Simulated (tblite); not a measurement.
Species: C₇H₃ClO₂.
Structure used (GFN2-xTB), in Å, numbered top down from 1:
```
atom  x, y, z in Å
C1     3.4591   -0.3546   -0.1487
C2     2.2851   -0.1075   -0.1373
C3     0.9014    0.1513   -0.1204
C4     0.2734    1.3609   -0.3325
O5    -1.0455    1.2379   -0.2439
C6    -1.3142   -0.0584    0.0299
C7    -2.6687   -0.5293    0.1925
O8    -3.0188   -1.6412    0.4385
Cl9   -3.8549    0.7668   -0.0148
C10   -0.1392   -0.7762    0.1173
H11    4.4877   -0.5591   -0.1601
H12    0.6763    2.3324   -0.5458
H13   -0.0462   -1.8224    0.3239
```

All values are computed: GFN2-xTB (tblite) harmonic vibrations without scaling, gas phase. Against measured fundamentals such values can be off by several per cent, at times by over 20. One conformer, not necessarily the lowest.

Harmonic wavenumbers (cm⁻¹): 48.7, 94.5, 115.0, 160.7, 197.6, 299.5, 402.9, 412.5, 457.5, 524.6, 557.1, 591.8, 608.8, 664.7, 673.9, 679.3, 775.4, 781.1, 838.3, 971.1, 991.6, 1093.9, 1129.4, 1241.5, 1285.0, 1345.6, 1460.5, 1549.1, 1787.6, 2269.2, 3165.0, 3197.5, 3400.6.

A = 3740, B = 587.2, C = 507.5 MHz; mass 153.982 u (most abundant isotopes); point group Cs, symmetry number 1.

**Question.** What is the zero-point energy?

**Answer.** ½Σν̃ = 16886 cm⁻¹ = 48.28 kcal/mol.

**Question.** What is S at 500 K and 1 bar for an ideal gas of classical rigid rotors and harmonic oscillators?

**Answer.** Translation 43.60, rotation 31.59, vibration 41.47: S = 116.7 cal/(mol K).

**Question.** And Cp and H(500 K) − H(0)?

**Answer.** Cp = 47.12 cal/(mol K), of which vibrations give 39.18 (their classical limit is 33 R = 65.6); H(500 K) − H(0) = 14.64 kcal/mol without the zero-point energy, 10.67 from vibrations.

**Question.** How do the functions run with temperature in this model?

**Answer.** 
```
 T (K)  S (cal/(mol K))  Cp (cal/(mol K))  H − H(0) (kcal/mol)  G − H(0) (kcal/mol)  ln q(vib)
   150             76.9              21.1                 2.15                -9.38       2.45
   250             89.9              30.4                 4.73               -17.73       4.63
298.15             95.6              34.5                 6.30               -22.20       5.70
   400            106.7              41.7                10.19               -32.51       7.96
   600            125.6              51.3                19.57               -55.81      12.24
   900            148.1              59.3                36.30               -97.02      18.06
```

q(vib) and H(0) count from the zero-point level.

**Question.** What must be added to the electronic energy to get the Gibbs energy at 500 K and 1 bar?

**Answer.** ZPE + [H(500 K) − H(0)] − T·S = 48.28 + 14.64 − 58.33 = 4.59 kcal/mol.

**Question.** Blend soft modes into free rotors: weight 1/[1 + (100 cm⁻¹/ν̃)⁴] for the oscillator and the rest for a rotor with moment μB/(μ + B), μ = h/(8π²ν), B = 10⁻⁴⁴ kg m². What vibrational entropy results?

**Answer.** 38.66 cal/(mol K) in place of 41.47, which changes −T·S at 500 K by +1.41 kcal/mol.

**Question.** Which modes carry the vibrational entropy at 500 K?

**Answer.** 48.7 cm⁻¹: 5.89; 94.5 cm⁻¹: 4.58; 115.0 cm⁻¹: 4.19; 160.7 cm⁻¹: 3.54; 197.6 cm⁻¹: 3.14; 299.5 cm⁻¹: 2.34 cal/(mol K); the other 27 give 17.79 together.

Hindered rotation and anharmonicity are outside this model. Other conformers, if any are populated, would add a mixing term that is left out.
